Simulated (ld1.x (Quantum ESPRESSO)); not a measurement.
## Which setting gave this result? (nitrogen, ultrasoft)

Base potential:

- Element: nitrogen
- Generator: ld1.x (Quantum ESPRESSO) 7.5
- Type: ultrasoft
- Functional: BP86
- Relativity: non-relativistic
- Frozen core: [He]
- Valence charge: 5
- Reference configuration: 2s1.5 2p3.5
- Partial waves: 2s (bound): rcut 0.85, rcutus 1.05 bohr; 2s channel at 2.55 Ry: rcut 0.85, rcutus 1.05 bohr; 2p (bound): rcut 1.10, rcutus 1.45 bohr; 2p channel at 4.55 Ry: rcut 1.10, rcutus 1.45 bohr
- Local potential: all-electron potential smoothed inside 1.15 bohr (lloc = -2)
- Core correction: none
- Augmentation charge: built from norm-conserving waves at rcut, not smoothed further

Cutoffs, loose and tight: the cutoffs (Ry, on a coarse ladder) from which the occupation-weighted sum of valence levels, in a spherical-Bessel basis at the reference potential, stays within 10 and 1 mRy of its value at 400 Ry. They do not see the model core or the augmentation charge, which bear on the density cutoff. Test errors are all-electron minus pseudo excitation energies from the reference, over the configurations 2s2 2p3; 2s2 2p2; 2s2 2p1; 2s1 2p4; 2s2 2p2.5; 2s1 2p0; 2s1 2p3; variants that change the core or the reference have their own tests. The largest error is taken over the tests solved by every variant that gives reliable tests at all, those not shown here included: 2s1 2p0; 2s1 2p3; 2s2 2p1; 2s2 2p2; 2s2 2p2.5.

Only the p radius is moved (2 further runs of the sweep failed or gave no value and are left out):

```
p radius (bohr)    bound ghosts  largest test error (meV)  median size of the test errors
           0.98            none                      +459                         4.2 meV
           1.38  not determined                      +560                        36.8 meV
           1.76  not determined                      +560                       181.6 meV
           1.94  not determined                      +560                       183.9 meV
```

One more run gave bound ghosts: not determined; largest test error (meV): +560; median size of the test errors: 22.5 meV. Which value of the p radius was used?

1.22 bohr. The median size of the test errors moves one way along this sweep, from 4.2 meV at 0.98 to 183.9 meV at 1.94 bohr, which places the run between 0.98 and 1.38 bohr.
